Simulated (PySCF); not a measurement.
C5H5N, SMILES C#CC(N)=C=C. Heavy atoms are numbered as in [CH:1]#[C:2][C:3]([NH2:4])=[C:5]=[CH2:6]. Hydrogens are named by the atom that carries them.

The structure is a stationary point at B3LYP-D3(BJ)/def2-SVP. The structure was generated by enumeration, and PubChem lists no compound with its InChIKey, so it may never have been made. The values are those of a single conformer.

Computed with PySCF with PBE/pcSseg-1.

GIAO shieldings, no solvent; atoms alike by connectivity are averaged. δ = σ(ref) − σ: ¹³C against TMS (σ = 182.0 ppm); ¹⁵N against NH3 (σ = 267.0 ppm); ¹H against TMS (σ = 31.49 ppm), references at their B3LYP-D3(BJ)/def2-TZVP geometries, non-relativistic.

**Question.** Estimate the chemical shifts. (The exact figures need the calculation; the answer reports its results.)

**Answer.** 
| nucleus | atoms | count | δ (ppm) |
|---|---|---|---|
| ¹³C | C5 | 1 | 227.8 |
| ¹³C | C3 | 1 | 108.0 |
| ¹³C | C6 (CH2) | 1 | 92.7 |
| ¹³C | C1 (CH) | 1 | 91.4 |
| ¹³C | C2 | 1 | 82.9 |
| ¹⁵N | N4 (NH2) | 1 | 68.1 |
| ¹H | H on C6 | 2 | 6.06 |
| ¹H | H on C1 | 1 | 3.44 |
| ¹H | H on N4 | 2 | 1.82 |
